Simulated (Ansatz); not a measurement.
`[SiH3]C[SeH]` + NH₃ → `NC[SeH]` + SiH₄  (substitution at a C–Si bond)

Calculated with Ansatz (gas phase, PBE0-D4/def2-TZVP geometries, no zero-point term in ΔE). CBS: MP2 limit from def2 TZ/QZ plus the TZ coupled-cluster correction, frozen cores. This one scheme is used for every species. Functionals use def2-TZVPP. B3LYP here is the variant with VWN-RPA as its local correlation; programs differ in this. HSE06 is defined as in plane-wave codes. For Se outer-core shells are correlated without core-valence functions, which leaves a few kJ/mol of doubt a bond. Scalar relativity is left out up to krypton. Each species was taken in one conformer, which may not be the lowest.

`[SiH3]C[SeH]`:

```xyz
9

Si   -0.830   -0.195    0.676
C     0.158    0.530   -0.741
Se    1.724   -0.570   -1.150
H    -1.330   -1.542    0.305
H    -1.986    0.685    1.010
H     0.043   -0.306    1.874
H    -0.437    0.519   -1.657
H     0.471    1.558   -0.557
H     2.186   -0.679    0.241
```

NH₃:

Z-matrix (Å, degrees):
```
N
H 1 1.013
H 1 1.013 2 107.1
H 1 1.013 2 107.1 3 -114.5
```

`NC[SeH]`:

Z-matrix (Å, degrees):
```
C
Se 1 1.960
N 1 1.440 2 112.2
H 1 1.091 2 104.7 3 -118.3
H 1 1.095 2 105.8 3 127.9
H 2 1.469 1 95.0 3 -92.8
H 3 1.012 1 111.3 2 65.6
H 3 1.014 1 110.6 2 -174.1
```

SiH₄:

Z-matrix (Å, degrees):
```
Si
H 1 1.485
H 1 1.485 2 109.5
H 1 1.485 2 109.5 3 -120.0
H 1 1.485 2 109.5 3 120.0
```

```tsv
level	ΔE (kJ/mol)
PBE-D4	72.5
r2SCAN0-D4	77.0
BHLYP-D4	74.2
PBE-QIDH	77.2
B3LYP	67.4
r2SCANh	75.7
HSE06	72.3
MP2/CBS(def2)	85.2
```

What does CCSD(T)/CBS give? (Estimate.)

The calculation gave: +79.7 kJ/mol. The listed levels differ from it by -7.2, -2.7, -5.5, -2.5, -12.3, -4.0, -7.4, 5.5 kJ/mol.

Largest T1 diagnostic among the species: 0.011.

In def2-TZVPP, CCSD(T) changes the Hartree–Fock value by +10.5 kJ/mol (the triples alone add +1.0 kJ/mol) and MP2 by +16.0 kJ/mol. Leaving LDA and LC-ωPBE aside and taking each functional with its dispersion term where it has one, the values, not all of them listed here, spread over 7.6 kJ/mol, from BLYP-D4 to PBE-QIDH. At CCSD(T), def2-SVP lies −22.8 kJ/mol from the extrapolated value and def2-TZVPP −3.9 kJ/mol.
